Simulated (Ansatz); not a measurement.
One change: `CC[N](C)[Al]([Cl])[Cl]` becomes `CCNC`.

Ansatz, PBE0-D4/def2-TZVP geometries, multiplicity 1. Each molecule was computed in one conformer, which needn't be the lowest.

```
                                          property  `CC[N](C)[Al]([Cl])[Cl]`
              HOMO–LUMO gap (PBE0/def2-TZVPP) / eV                      6.32
                 HOMO energy (PBE/def2-TZVPP) / eV                     -5.56
  size of the dipole moment (B3LYP/def2-TZVPP) / D                      2.34
             HOMO energy (ωB97M-V/def2-TZVPP) / eV                     -9.10
size of the dipole moment (ωB97M-V/def2-TZVPP) / D                      2.29
               LUMO energy (B3LYP/def2-TZVPP) / eV                     -0.75
```

Question: Give the same properties after the change, and the shifts. (An estimate is asked.)

Answer: The calculation gave: 
```tsv
property	`CCNC`	shift
HOMO–LUMO gap (PBE0/def2-TZVPP) / eV	7.59	1.27
HOMO energy (PBE/def2-TZVPP) / eV	-4.95	0.61
size of the dipole moment (B3LYP/def2-TZVPP) / D	0.87	-1.47
HOMO energy (ωB97M-V/def2-TZVPP) / eV	-8.75	0.35
size of the dipole moment (ωB97M-V/def2-TZVPP) / D	0.90	-1.39
LUMO energy (B3LYP/def2-TZVPP) / eV	0.88	1.63
```

With PBE0 the HOMO rises by 0.45 eV and the LUMO rises by 1.73 eV, so the gap widens by about 1.28 eV. PBE moves the HOMO by 0.61 eV and ωB97M-V by 0.35 eV. Dipoles are sizes alone; their direction can turn.

Positive LUMOs are unbound, so they and the gaps depend on the basis.

B3LYP here is the variant with VWN-RPA as its local correlation; programs differ in this.
